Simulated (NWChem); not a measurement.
System: GaBr2 cation; SMILES [Br][Ga+][Br]

Here is an NWChem input.

```
start job
memory heap 200 mb stack 900 mb global 1100 mb
charge 1
geometry units angstroms noautosym nocenter noautoz
  Ga     0.000000     0.000000     0.000000
  Br     0.000000     0.000000     2.176074
  Br     0.000000     0.000000    -2.176074
end
basis spherical
  Ga library pcsseg-1
  Br library pcsseg-1
end
dft
  xc bhlyp
  iterations 150
end
property
  shielding 2 1 2
end
task dft property
```

Coordinates come from a PBE0/def2-SVP optimisation.

GIAO values for the isolated, static molecule; σ is the absolute isotropic shielding. Spin-orbit effects, on the heavy nuclei and on their neighbours, are missing.

Atoms are numbered as in the input.

Question: Predict the main results of this run. (BHandHLYP/pcSseg-1, GIAO.) Quantities: σ Ga1 (ppm); σ Br2 (ppm).

Answer: 
| Quantity | Result |
|---|---|
| σ Ga1 (ppm) | 1514.0 |
| σ Br2 (ppm) | 2274.4 |
